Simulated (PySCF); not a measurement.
CHBClNO2.

```xyz
7

B      0.4794    -0.6130     0.0000
Cl    -1.0439    -1.5474     0.0000
N      0.4410     0.8037     0.0000
C      0.0127     1.9280     0.0000
O     -0.3476     3.0426     0.0000
O      1.6725    -1.2444     0.0000
H      1.5880    -2.2094     0.0000
```
Charge 0, spin multiplicity 1.

The structure is a stationary point at TPSSh-D3(BJ)/def2-SVP. This is a generated structure with no PubChem entry under its InChIKey; it may be hypothetical. The values are those of a single conformer.

Calculation: PySCF with PBE/pcSseg-1. Non-relativistic, no solvent.

Question: Give the absolute GIAO shielding of each atom: isotropic value and principal components (ppm). (The exact figures need the calculation; the answer reports its results.)

Answer: 
```csv
atom,σ(iso),σ11,σ22,σ33,span
B1,76.4,61.4,81.9,85.9,24.6
Cl2,773.7,565.6,788.5,967.1,401.5
N3,188.5,115.4,145.3,304.9,189.5
C4,56.3,-45.2,-44.4,258.5,303.6
O5,158.8,66.5,91.4,318.5,252.0
O6,153.8,10.9,214.7,235.7,224.8
H7,26.3,21.2,24.5,33.0,11.8
```
